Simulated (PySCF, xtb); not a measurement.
BI₂, SMILES I[B]I (connectivity only; charge and spin as stated), charge +1, multiplicity 1.

Harmonic wavenumbers (cm⁻¹) from GFN2-xTB (xtb) at its own minimum, in rising order: 196, 196, 263, 1249.

What does PySCF with ωB97X-D3(BJ)/def2-TZVP give at its own minimum? (Estimate from the structure and the level; the computed values follow.)

235, 236, 236, 1120. Paired by order, the mean absolute difference is 58 cm⁻¹ and the zero-point energies are 2.7 and 2.6 kcal/mol.
